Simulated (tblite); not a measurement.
Compound: C5H15AlO.
Cartesian coordinates in Å at the GFN2-xTB level; atoms count from 1:
```xyz
22
C5H15AlO angstrom
C     -3.2209    0.4981   -0.2753
C     -1.9940    0.3380    0.6138
C     -0.7617   -0.0529   -0.1997
C      0.4711   -0.1779    0.6877
O      1.6731   -0.3607   -0.0405
C      1.8450   -1.6270   -0.6370
Al     2.7442    1.1811   -0.0458
H     -3.4434   -0.4318   -0.7943
H     -3.0522    1.2740   -1.0178
H     -4.0868    0.7755    0.3201
H     -1.7970    1.2767    1.1341
H     -2.1876   -0.4274    1.3691
H     -0.9588   -0.9967   -0.7137
H     -0.5584    0.7122   -0.9526
H      0.6278    0.7616    1.2306
H      0.3572   -0.9915    1.4146
H      1.0902   -1.8124   -1.4039
H      1.8034   -2.4157    0.1196
H      2.8317   -1.6097   -1.0975
H      3.8994    0.5715   -0.9259
H      2.9757    1.3321    1.5098
H      1.7317    2.2022   -0.6969
```

Level: GFN2-xTB in tblite, geometry and Hessian alike; calculated harmonic values, unscaled, isolated species. This tight-binding method is rough: wavenumbers can miss measured ones by several per cent, in bad cases by 10 to 20. Modes of hydrogen on aluminium can be 10 to 20 % off. One conformer, not necessarily the lowest.

Harmonic wavenumbers (cm⁻¹): 54.3, 63.3, 118.7, 123.6, 138.4, 173.2, 208.6, 237.1, 258.4, 301.0, 354.2, 419.0, 485.9, 507.4, 527.6, 770.5, 775.2, 781.2, 790.0, 828.6, 926.7, 945.0, 956.6, 1061.2, 1086.9, 1101.8, 1127.0, 1131.7, 1138.7, 1194.1, 1232.7, 1264.1, 1276.6, 1281.1, 1339.0, 1363.0, 1392.9, 1416.8, 1441.0, 1456.0, 1471.0, 1482.3, 1494.3, 1501.5, 1503.2, 1619.6, 1638.0, 1647.6, 2914.3, 2925.2, 2959.3, 2966.1, 2973.9, 2981.1, 2985.1, 2994.3, 3021.8, 3033.8, 3043.3, 3048.2.

A = 3791, B = 898.9, C = 794.3 MHz; mass 118.094 u (most abundant isotopes); point group C1, symmetry number 1.

Q: Zero-point energy?

A: ½Σν̃ = 40126 cm⁻¹ = 114.73 kcal/mol.

Q: Entropy at 298.15 K, 1 bar (ideal gas, RRHO, classical rotation)?

A: Translation 40.24, rotation 29.16, vibration 33.49: S = 102.9 cal/(mol K).

Q: And Cp and H(298.15 K) − H(0)?

A: Cp = 41.65 cal/(mol K), of which vibrations give 33.70 (their classical limit is 60 R = 119.2); H(298.15 K) − H(0) = 7.63 kcal/mol without the zero-point energy, 5.26 from vibrations.

Q: Blend soft modes into free rotors: weight 1/[1 + (100 cm⁻¹/ν̃)⁴] for the oscillator and the rest for a rotor with moment μB/(μ + B), μ = h/(8π²ν), B = 10⁻⁴⁴ kg m². What vibrational entropy results?

A: 31.19 cal/(mol K) in place of 33.49, which changes −T·S at 298.15 K by +0.69 kcal/mol.

Q: What must be added to the electronic energy to get the Gibbs energy at 298.15 K and 1 bar?

A: ZPE + [H(298.15 K) − H(0)] − T·S = 114.73 + 7.63 − 30.68 = 91.68 kcal/mol.

Hindered rotation and anharmonicity are outside this model. Other conformers, if any are populated, would add a mixing term that is left out. The structure is chiral; the term R ln 2 for an equal mix with its mirror image is left out.

The run took 0.85 s wall on Arm Neoverse V1, one thread (shared host). The figure is for the frequency step alone.
